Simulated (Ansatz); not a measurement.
Cost and result up the ladder for NbH₄ (5 atoms). The state is a doublet with charge 0. Geometry: r2SCAN-D4/def2-TZVP.

```xyz
5

Nb    0.000    0.000    0.000
H     0.231    0.184   -1.736
H    -1.537    0.774    0.375
H     1.321    0.741    0.899
H    -0.015   -1.699    0.463
```

Ansatz on 4 threads of Intel Xeon Platinum 8488C on a shared host. Times are rough, and most runs start from the orbitals of an earlier one. ωB97M-V/def2-TZVP serves as the yardstick here, not as an exact answer. Differences are given only for rows in sets of like size (and for xTB, whose basis is part of the method), since another set adds its own error. Binding counts from free atoms at the same level (Nb sextet, H doublet; other spins of the atoms weren't run), without zero-point energy or a counterpoise term.

In the def2 sets Nb takes a core potential; there is no spin–orbit coupling. Correlated methods freeze no core orbitals; core or outer-core shells of Nb are correlated, in sets that lack core-valence functions. No other spin state of charge 0 was run.

Run but left out: LDA (SPW92)/def2-TZVP (an occupied level 0.09 eV above an empty one).

Correlated methods converge slowly with the basis.

| level | functions | wall time | binding energy per atom (eV) | difference from ωB97M-V/def2-TZVP (eV) |
| --- | --- | --- | --- | --- |
| MP2/def2-TZVP | 64 | 0.25 s | 2.07 | -0.25 |
| PBE-D4/def2-SVP | 51 | 0.45 s | 2.30 | – |
| PBE-D4/def2-TZVP | 64 | 0.5 s | 2.30 | -0.02 |
| revPBE-D4/def2-TZVP | 64 | 0.5 s | 2.29 | -0.03 |
| PBE-D4/def2-TZVPD | 76 | 0.55 s | 2.30 | -0.02 |
| PBE0-D4/def2-SVP | 51 | 0.75 s | 2.22 | – |
| BHLYP-D4/def2-TZVP | 64 | 0.9 s | 2.29 | -0.03 |
| CAM-B3LYP-D4/def2-TZVP | 64 | 1.1 s | 2.38 | 0.06 |
| r2SCAN-D4/def2-TZVPD | 76 | 1.1 s | 2.26 | -0.06 |
| CCSD(T)/def2-TZVPD | 76 | 1.3 s | 2.26 | -0.06 |
| PBE0-D4/def2-TZVP | 64 | 1.9 s | 2.21 | -0.10 |
| CCSD(T)/def2-TZVPP | 112 | 3 s | 2.31 | -0.01 |
| B97M-V/def2-TZVP | 64 | 3.3 s | 2.33 | 0.01 |
| ωB97M-V/def2-TZVP | 64 | 3.3 s | 2.32 | 0.00 |
